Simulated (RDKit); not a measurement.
A run for RDKit: MMFF94 on C2H4F2 (SMILES FCCF), a point of a torsion scan.

```python
from rdkit import Chem
from rdkit.Chem import AllChem, rdDetermineBonds

blocks = [
'''8

F     1.38998170    0.67349102   -0.80533803
C     0.74929120   -0.14904675    0.07777751
C    -0.76700726    0.02012473   -0.03068230
F    -1.14584864    0.13980476   -1.33800509
H     1.09366355    0.10228560    1.08492291
H     1.04938104   -1.16932606   -0.18677520
H    -1.28240283   -0.84659762    0.39274712
H    -1.09469209    0.94109675    0.46477127
''',
]
mol = None
for b in blocks:
    f = Chem.MolFromXYZBlock(b)
    rdDetermineBonds.DetermineBonds(f, charge=0)
    mol = f if mol is None else Chem.CombineMols(mol, f)
Chem.SanitizeMol(mol)
print(Chem.MolToSmiles(Chem.RemoveHs(mol)))
ff = AllChem.MMFFGetMoleculeForceField(mol, AllChem.MMFFGetMoleculeProperties(mol), nonBondedThresh=100.0, ignoreInterfragInteractions=False)
e = ff.CalcEnergy()
print(f'MMFF94 energy {e:.6f} kcal/mol')
```

The log:

```
FCCF
MMFF94 energy 10.774820 kcal/mol
```

The run finished.

Cost: around 0.05 core-seconds (rough).
